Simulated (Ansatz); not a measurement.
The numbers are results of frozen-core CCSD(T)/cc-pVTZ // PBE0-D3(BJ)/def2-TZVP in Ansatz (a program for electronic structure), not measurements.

Ansatz 0.2 input:
```yaml
crystal:
  periodic: [false, false, false]
  atoms:
    - { symbol: C, position_ang: [1.743423, -0.216665, 0.012034] }
    - { symbol: C, position_ang: [0.548533, -0.051319, -0.024157] }
    - { symbol: Si, position_ang: [-1.238466, 0.175908, -0.045059] }
    - { symbol: O, position_ang: [-2.009069, 0.914115, -1.119646] }
    - { symbol: H, position_ang: [2.800755, -0.358168, 0.035881] }
    - { symbol: H, position_ang: [-1.845177, -0.46387, 1.140949] }
basis:
  gaussian: { orbitals: cc-pVTZ }
correlation:
  method: ccsd_t
```

Output:

```
Functional definition: HF
894 factors; integrals over basis functions are off by at most 1.1e-3 eV
mean field evaluation 1: about -11986.4209 eV, gradient 5.0e1 eV
mean field evaluation 2: about -11986.7228 eV, gradient 5.0e1 eV
mean field evaluation 4: about -11991.9582 eV, gradient 5.0e0 eV
mean field evaluation 8: about -11992.0586 eV, gradient 4.9e-1 eV
mean field evaluation 16: about -11992.0601 eV, gradient 2.8e-6 eV
mean field -11992.06013232 eV, -440.7000813524 hartree, gradient 2.8e-6 eV, S^2 0.000000; 0 other end points of the search recorded, 0 dependent functions left out
8 core orbitals not correlated
reference -11992.06013232 eV, -440.7000813524 hartree; 10, 10 occupied and 134, 134 virtual orbitals, 894 factors
second order -17.64027848 eV of doubles, -0.00000000 eV of singles
cycle   1  -17.17973493 eV  change    4.6e-1 eV  update   1.3e-1
cycle   2  -17.73786748 eV  change   -5.6e-1 eV  update   5.0e-2
cycle   3  -17.91153994 eV  change   -1.7e-1 eV  update   2.7e-2
cycle   4  -17.91105807 eV  change    4.8e-4 eV  update   8.8e-3
cycle   5  -17.90872535 eV  change    2.3e-3 eV  update   4.2e-3
cycle   6  -17.91170772 eV  change   -3.0e-3 eV  update   1.7e-3
cycle   7  -17.91193547 eV  change   -2.3e-4 eV  update   7.2e-4
cycle   8  -17.91155726 eV  change    3.8e-4 eV  update   2.6e-4
cycle   9  -17.91152757 eV  change    3.0e-5 eV  update   9.8e-5
cycle  10  -17.91155328 eV  change   -2.6e-5 eV  update   3.7e-5
cycle  11  -17.91148566 eV  change    6.8e-5 eV  update   1.5e-5
cycle  12  -17.91149256 eV  change   -6.9e-6 eV  update   6.1e-6
perturbative correction -0.92671464 eV, -0.0340561348 hartree
Total energy: -12010.89833951 eV, -441.3923726977 hartree
```

Cost: very roughly 17 core-seconds.
